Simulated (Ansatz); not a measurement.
Reaction (SMILES): FSF → 2 F atom + S atom
B3LYP-D3(BJ)/def2-TZVP geometries, fixed; electronic energies without zero-point terms.
Largest species:
```xyz
3

F     -1.2130    -0.5047     0.0161
S     -0.0057     0.5532     0.0075
F      1.2232    -0.4788    -0.0294
```

Basis-set convergence of the atomisation energy at r2SCAN with Ansatz (a program for electronic structure). Cartesian d functions, on some or all atoms, in 6-31G**, 6-31+G*, 6-311G**, 6-311+G**; all else is spherical. The program fits the integrals of some runs and decomposes those of others, by size. Open shells are unrestricted. No added dispersion term, no relativity. Functions are those of the species that has most. Reference: the value in aug-cc-pV(5+d)Z, 178.36 kcal/mol, itself unsure by roughly 0.21 kcal/mol (its mean distance from pcseg-4, aug-pcseg-3, aug-cc-pV(Q+d)Z). Deviations are taken from unrounded values.

```tsv
basis	functions
STO-3G	19
3-21G	31
6-31G	31
6-31G**	49
6-31+G*	61
6-311G**	63
6-311+G**	75
6-311++G(2d,2p)	89
6-311++G(3df,3pd)	125
```

**Question.** Which is the smallest Pople set listed that can be trusted to 2 kcal/mol here, that is, within that of the reference together with its larger relatives (same family, alike in diffuse functions; a set with none to test it counts only in the reference's own line)?

**Answer.** Of the sets listed that have larger relatives (same family, alike in diffuse functions), none stays within 2 kcal/mol of the reference together with them. Value minus reference: STO-3G -21.77, 3-21G -46.90, 6-31G -65.26, 6-31G** -10.54, 6-31+G* -12.71, 6-311G** -20.60, 6-311+G** -20.20, 6-311++G(2d,2p) -10.25, 6-311++G(3df,3pd) -2.57 kcal/mol.
